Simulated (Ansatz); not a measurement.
Born–Oppenheimer molecular dynamics of CH₅BFNO (10 atoms, charge 0, multiplicity 1). It starts from a relaxed structure.

Method: Ansatz 0.2.0, UKS PBE0-D4/STO-3G.

- ensemble: NVE (velocity Verlet)
- time step: 0.5 fs
- steps asked: 100
- starting velocities drawn for: 1000 K
- seed: 790550

First frame:

```xyz
10
Properties=species:S:1:pos:R:3
O -1.452 0.757 0.907
C -0.083 0.251 0.857
N 0.368 0.295 -0.541
B 0.551 -0.830 -1.371
F 0.891 -0.671 -2.639
H -1.636 0.725 1.911
H 0.597 0.866 1.497
H -0.007 -0.808 1.195
H 0.439 1.263 -0.914
H 0.414 -1.899 -0.899
```

Problem. What does the run give?

Solution. All steps were run.

| Item | Value |
| --- | --- |
| steps done | 100 |
| time covered | 50 fs |
| mean temperature over the second half | 509 K |
| spread of the potential energy over the second half | 7.5 meV per atom |
| mean potential energy of the second half above the start | 51.2 meV per atom |

The conserved energy stayed within 0.75 meV per atom of its start (net change 0.35 meV per atom), so the integration is sound. A run of 0.05 ps of so small a system gives no equilibrium averages. Limits of this set-up: minimal basis.

Problem. What happens to the structure?

Solution. The same pairs are bonded in the first frame and the last. Pairs count as bonded within 1.25 times the sum of covalent radii (0.12 Å more for H–H). The details hang on the random start.

Problem. How do temperature and energy run in time?

Solution. 
| time (fs) | T (K) | potential energy less start (eV) | conserved less start (meV/atom) |
| --- | --- | --- | --- |
| 0.0 | 1000 | 0.000 | 0.00 |
| 1.5 | 779 | 0.234 | 0.50 |
| 3.0 | 568 | 0.453 | 0.63 |
| 4.5 | 547 | 0.471 | 0.26 |
| 6.0 | 359 | 0.667 | 0.46 |
| 7.5 | 236 | 0.797 | 0.74 |
| 9.0 | 452 | 0.570 | 0.30 |
| 10.5 | 577 | 0.441 | 0.35 |
| 12.0 | 590 | 0.429 | 0.52 |
| 13.5 | 669 | 0.346 | 0.40 |
| 15.0 | 698 | 0.316 | 0.35 |
| 16.5 | 610 | 0.406 | 0.34 |
| 18.0 | 455 | 0.569 | 0.56 |
| 19.5 | 421 | 0.603 | 0.45 |
| 21.0 | 427 | 0.596 | 0.40 |
| 22.5 | 386 | 0.640 | 0.45 |
| 24.0 | 388 | 0.639 | 0.61 |
| 25.5 | 554 | 0.464 | 0.26 |
| 27.0 | 561 | 0.458 | 0.39 |
| 28.5 | 531 | 0.491 | 0.57 |
| 30.0 | 629 | 0.386 | 0.27 |
| 31.5 | 562 | 0.457 | 0.42 |
| 33.0 | 477 | 0.547 | 0.60 |
| 34.5 | 546 | 0.473 | 0.30 |
| 36.0 | 490 | 0.531 | 0.40 |
| 37.5 | 417 | 0.610 | 0.67 |
| 39.0 | 565 | 0.452 | 0.25 |
| 40.5 | 538 | 0.481 | 0.32 |
| 42.0 | 397 | 0.631 | 0.70 |
| 43.5 | 495 | 0.526 | 0.31 |
| 45.0 | 481 | 0.540 | 0.33 |
| 46.5 | 351 | 0.678 | 0.66 |
| 48.0 | 466 | 0.557 | 0.45 |
| 49.5 | 600 | 0.416 | 0.23 |

Run time: 3.4 min on 1 thread of Arm Neoverse V2 (shared host), peak memory 0.2 GiB.
